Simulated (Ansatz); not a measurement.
Reaction (ligand exchange at the Si–C bond): `[SiH3]C[O][SnH3]` + `C=N[SiH2]N` → `C=N[SiH2]N[SiH3]` + `C[O][SnH3]`

Computed with Ansatz on PBE0-D4/def2-TZVP structures; ΔE is electronic, products minus reactants. CCSD(T)/CBS is the MP2 limit (def2-TZVPP, def2-QZVPP) plus CCSD(T) − MP2 in def2-TZVPP, frozen cores. Functionals use def2-TZVPP. B3LYP here is the variant with VWN-RPA as its local correlation; programs differ in this. def2 core potentials past Kr. For Sn outer-core shells are correlated without core-valence functions, which leaves a few kJ/mol of doubt a bond. One conformer a species, not always the lowest.

`[SiH3]C[O][SnH3]`:

Z-matrix (Å, degrees):
```
Si
C 1 1.889
H 1 1.491 2 109.5
H 1 1.486 2 110.1 3 119.8
H 1 1.486 2 110.1 3 -119.8
O 2 1.412 1 107.8 3 -180.0
H 2 1.102 1 109.1 3 57.8
H 2 1.102 1 109.1 3 -57.8
Sn 6 1.973 2 119.0 1 180.0
H 9 1.698 6 104.0 2 -179.9
H 9 1.708 6 106.9 2 59.6
H 9 1.709 6 106.9 2 -59.5
```

`C=N[SiH2]N`:

```xyz
10

C    -0.106    1.742   -0.977
N    -0.329    1.093    0.076
Si    0.496   -0.399    0.472
N    -0.551   -1.720    0.749
H    -0.645    2.675   -1.184
H     0.621    1.437   -1.749
H     1.406   -0.778   -0.649
H     1.242   -0.125    1.724
H    -1.141   -1.737    1.565
H    -0.993   -2.186   -0.027
```

`C=N[SiH2]N[SiH3]`:

```xyz
13

C     1.637    0.511   -1.978
N     0.758   -0.337   -1.680
Si   -0.737    0.074   -0.878
N    -0.919   -0.781    0.599
Si   -0.374   -0.304    2.167
H     1.554    1.590   -1.765
H     2.561    0.202   -2.482
H    -0.777    1.533   -0.570
H    -1.822   -0.318   -1.809
H    -1.254   -1.731    0.513
H     0.726   -1.171    2.672
H     0.121    1.090    2.046
H    -1.476   -0.358    3.165
```

`C[O][SnH3]`:

Cartesian coordinates in Å:
```
C -0.984 0.077 -1.072
O -0.773 0.449 0.264
Sn 0.927 -0.029 1.131
H -1.976 0.426 -1.375
H -0.958 -1.014 -1.216
H -0.250 0.525 -1.757
H 1.061 -1.733 1.089
H 0.770 0.594 2.703
H 2.183 0.705 0.233
```

Is it downhill or uphill in electronic energy at CCSD(T)/CBS, and by how much? (Estimate.)

Ansatz gave: Downhill: ΔE = -68.7 kJ/mol.

What do these levels give: PBE0-D4, B3LYP-D4, ωB97X-V, B2PLYP, PBE, PBE0, B3LYP, HF/def2-TZVPP, SCS-MP2/def2-TZVPP, CCSD/def2-TZVPP, CCSD(T)/def2-TZVPP, SCS-MP2/def2-QZVPP? (An estimate is asked.)

The calculation gave: PBE0-D4 -64.2, B3LYP-D4 -68.1, ωB97X-V -67.6, B2PLYP -68.6, PBE -57.4, PBE0 -62.8, B3LYP -65.7, HF/def2-TZVPP -79.5, SCS-MP2/def2-TZVPP -73.4, CCSD/def2-TZVPP -70.6, CCSD(T)/def2-TZVPP -69.2, SCS-MP2/def2-QZVPP -73.4 kJ/mol.

Largest T1 diagnostic among the species: 0.014.

In def2-TZVPP, CCSD(T) changes the Hartree–Fock value by +10.3 kJ/mol (the triples alone add +1.4 kJ/mol) and MP2 by +7.7 kJ/mol. From PBE to PBE0 (25 % exact exchange), in def2-TZVPP and without D4, ΔE moves by −5.4 kJ/mol.
